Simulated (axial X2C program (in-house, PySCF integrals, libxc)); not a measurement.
Density and ELF of ZrTe

All values were computed with an in-house relativistic program for diatomic molecules. Spin-free means the one-electron spin-free X2C Hamiltonian. Basis: Te dyall-cv3z [11s12p8d4f1g], Zr dyall-cv3z [11s12p9d6f3g] (cores contracted in-house); Gaussian nuclei, density fitting, unrestricted open shells. Masses: Te 129.906 u, Zr 89.905 u.

PBE0, without spin–orbit coupling, state M_S = 1, Λ = 2 (beyond evenly filled blocks: σα, δ+α); Te at z = 0, Zr at z = 2.545 Å.

The maps cover the half plane through the axis: z from -2.4 to 4.8 Å along the bond, ρ from 0.15 to 2.25 Å away from it.

log10 of the density in e/bohr³:

```
 ρ\z  -2.4  -1.8  -1.2  -0.6   0.0   0.6   1.2   1.8   2.4   3.0   3.6   4.2   4.8
0.15  -3.0  -2.1  -1.3  -0.2   1.8  -0.2  -1.0  -0.5   1.4   0.0  -1.2  -2.3  -3.0
0.45  -3.0  -2.2  -1.4  -0.6   0.4  -0.6  -1.1  -0.8   0.0  -0.3  -1.4  -2.4  -3.1
0.75  -3.1  -2.3  -1.6  -1.0  -0.6  -1.0  -1.3  -1.2  -0.6  -0.8  -1.7  -2.5  -3.1
1.05  -3.3  -2.5  -1.8  -1.3  -1.1  -1.3  -1.5  -1.6  -1.2  -1.4  -2.1  -2.7  -3.2
1.35  -3.4  -2.7  -2.1  -1.7  -1.5  -1.6  -1.8  -1.9  -1.7  -1.8  -2.3  -2.8  -3.3
1.65  -3.7  -3.0  -2.4  -2.0  -1.9  -1.9  -2.1  -2.2  -2.1  -2.2  -2.5  -3.0  -3.5
1.95  -3.9  -3.3  -2.8  -2.4  -2.3  -2.3  -2.4  -2.4  -2.4  -2.5  -2.7  -3.1  -3.6
2.25  -4.2  -3.6  -3.1  -2.8  -2.6  -2.6  -2.7  -2.7  -2.7  -2.7  -3.0  -3.4  -3.8
```

Electron localisation function (collinear form, no current term, damped to 0 at low density):

```
 ρ\z  -2.4  -1.8  -1.2  -0.6   0.0   0.6   1.2   1.8   2.4   3.0   3.6   4.2   4.8
0.15  0.25  0.69  0.73  0.48  0.77  0.47  0.58  0.71  0.77  0.29  0.60  0.12  0.10
0.45  0.22  0.67  0.77  0.28  0.77  0.25  0.62  0.51  0.26  0.74  0.35  0.09  0.09
0.75  0.17  0.61  0.79  0.39  0.27  0.34  0.67  0.22  0.79  0.64  0.12  0.07  0.08
1.05  0.10  0.52  0.77  0.70  0.47  0.67  0.69  0.14  0.48  0.34  0.09  0.09  0.09
1.35  0.05  0.38  0.69  0.77  0.73  0.75  0.66  0.19  0.33  0.33  0.18  0.15  0.09
1.65  0.02  0.23  0.54  0.69  0.71  0.69  0.56  0.27  0.38  0.46  0.36  0.24  0.08
1.95  0.01  0.10  0.35  0.53  0.58  0.56  0.42  0.29  0.46  0.54  0.48  0.27  0.05
2.25  0.00  0.03  0.16  0.32  0.39  0.37  0.26  0.25  0.44  0.52  0.46  0.20  0.02
```

Axial spin density in 10⁻³ e/bohr³:

```
 ρ\z  -2.4  -1.8  -1.2  -0.6   0.0   0.6  1.2   1.8   2.4   3.0  3.6  4.2  4.8
0.15  -0.1  -0.3  -1.3   0.3  -9.2  -0.4  4.9  30.4  26.3  57.6  8.9  0.7  0.3
0.45  -0.1  -0.3  -1.4  -1.5  -0.4  -1.7  3.0  13.3  19.5  25.2  4.3  0.7  0.3
0.75  -0.1  -0.3  -1.2  -3.2  -3.1  -2.6  1.6   8.3  37.9  19.6  3.0  0.8  0.3
1.05   0.0  -0.2  -0.9  -2.8  -3.9  -2.0  1.2   7.3  25.1  16.2  3.6  1.0  0.3
1.35   0.0  -0.1  -0.6  -1.6  -2.2  -1.0  1.1   5.5  13.9  10.8  3.5  1.0  0.3
1.65   0.0  -0.1  -0.3  -0.8  -1.0  -0.4  0.9   3.5   7.2   6.2  2.6  0.8  0.2
1.95   0.0  -0.1  -0.1  -0.3  -0.4  -0.1  0.6   2.0   3.6   3.4  1.7  0.6  0.2
2.25   0.0   0.0  -0.1  -0.1  -0.1   0.0  0.4   1.1   1.8   1.7  1.0  0.4  0.1
```

One determinant describes the state; a PBE0 search over occupations chose it and may have missed a lower one. Other states lie close and PBE0, whose exact exchange favours high spin, may order them wrongly; the determinant shown need not be the ground state. The nearest other spin-free determinant of the search, M_S = 0, Λ = 0, lies 0.44 eV up at the distance of the search. The functionals have no current-density term, which raises determinants with orbital currents, atoms included. The determinant is spin-polarised beyond a pure state at some levels (its spin-free form has ⟨S²⟩ too high), which makes Re and μ there less reliable.
